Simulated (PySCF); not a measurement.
Radial density of Dy (dysprosium, neutral)

TPSSh, [Xe] 4f10 6s2, one real determinant. Computed with PySCF 2.14 in x2c-TZVPPall with one added diffuse shell each of s, p, d, f type (12s8p8d5f2g, 129 functions), with the spin-free X2C one-electron Hamiltonian (Gaussian nucleus).

```tsv
r (bohr)	4πr²ρ (e/bohr)	4πr²(ρα − ρβ)
0.0253	78.06	0.0030
0.0426	95.27	0.0052
0.0716	116.1	0.0014
0.120	88.27	0.0712
0.203	101.3	0.7757
0.341	45.82	3.2516
0.573	51.11	4.9358
0.964	17.32	2.7004
1.62	7.101	0.5802
2.73	1.213	0.0294
4.59	0.4619	-0.0023
7.71	0.05233	-0.0025
13.0	0.0001387	0.0000
```

Densities and radii are taken from the X2C orbitals without a picture-change correction, which distorts them close to the nucleus.

⟨L²⟩ = 34.01 against 42 for a pure I term, so this real determinant mixes terms. Spin-orbit coupling, absent here, splits the open shell strongly.

Task: Where is the radial spin density 4πr²(ρα − ρβ) most negative, and why is it negative at all?

Result: Around r = 7.71 bohr, down to -0.0025 e/bohr: exchange with the open shell polarises the paired shells in an unrestricted calculation.
